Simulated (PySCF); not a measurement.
H3ClMgSi (SMILES [SiH3][Mg][Cl]), singlet, geometry from GFN2-xTB (such geometries of metal compounds can be far from the true shape). Base run: PBE0/cc-pVDZ (PySCF).

Here is a job for PySCF.
```python
from pyscf import gto, scf, dft, solvent

mol = gto.Mole()
mol.atom = '''
    Mg    0.516596    0.057681   -0.510039
    Cl   -0.762043    1.761755   -0.902807
    Si    0.409492   -1.731941    1.188687
    H     0.398677   -3.120753    0.686264
    H    -0.858628   -1.565272    1.935819
    H     1.482640   -1.708810    2.204476
'''
mol.basis = 'cc-pvdz'
mol.charge = 0
mol.spin = 0
mol.verbose = 4
mol.build()

mf = dft.RKS(mol)
mf.xc = 'pbe0'
mf.kernel()
```

Variants of this job, named by their change:

```tsv
change	ΔE vs base (kJ/mol)	dipole (D)	HOMO-LUMO gap (eV)
base	0.00	3.61	5.33
model = IEF-PCM; solvent = dimethylsulfoxide	-63.3	5.20	6.17
model = IEF-PCM; solvent = acetonitrile	-62.5	5.18	6.16
model = C-PCM; solvent = water	-64.7	5.24	6.19
model = IEF-PCM; solvent = water; lebedev_order = 41	-64.4	5.23	6.19
model = SS(V)PE; solvent = water	-64.0	5.21	6.18
model = IEF-PCM; solvent = water; vdw_scale = 1.1	-89.2	5.55	6.32
model = IEF-PCM; solvent = water; vdw_scale = 1.4	-35.7	4.72	5.93
model = IEF-PCM; solvent = water; lebedev_order = 11	-62.6	5.18	6.16
model = IEF-PCM; solvent = water	-64.3	5.23	6.19
model = IEF-PCM; solvent = tetrahydrofuran	-51.3	4.88	6.00
model = ddCOSMO; solvent = water	-125.3	5.89	6.49
```

The base is the gas phase, so ΔE is the electrostatic part of solvation at a fixed geometry, without cavity and dispersion terms.
